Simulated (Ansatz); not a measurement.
The molecule RuS, multiplicity 7 (an upper state: multiplicity 5 came lower at CCSD(T)/def2-TZVPP on PBE0 minima). No spin–orbit coupling.

Constants: fifth-degree fit in 1/R to seven points, most abundant isotopes. In def2 and cc sets the state is the lowest found near the PBE0 minimum, followed along R.

Correlated levels freeze the inner cores; with def2 sets outer-core shells near the valence are correlated too.

The values were computed with Ansatz (Gaussian orbitals). Values without a source in brackets are computed. In def2 rows elements past Kr take small-core potentials, without spin–orbit coupling.

```csv
level,r_e (Å),ω_e (cm⁻¹),ω_e x_e (cm⁻¹),dipole (D)
PBE/def2-TZVPP,2.194,417,1.8,0.49
PBE0/def2-TZVPP,2.170,441,1.9,0.64
wB97X-V/def2-TZVPP,2.157,457,1.9,0.50
CCSD/def2-TZVPP,2.171,…,1.8,-
CCSD(T)/def2-TZVPP,…,…,2.1,-
```

Problem. Fill in the missing entries.

Solution. 
- CCSD(T)/def2-TZVPP, r_e (Å): 2.179
- CCSD(T)/def2-TZVPP, ω_e (cm⁻¹): 439
- CCSD/def2-TZVPP, ω_e (cm⁻¹): 452

Ansatz is a program for electronic structure.
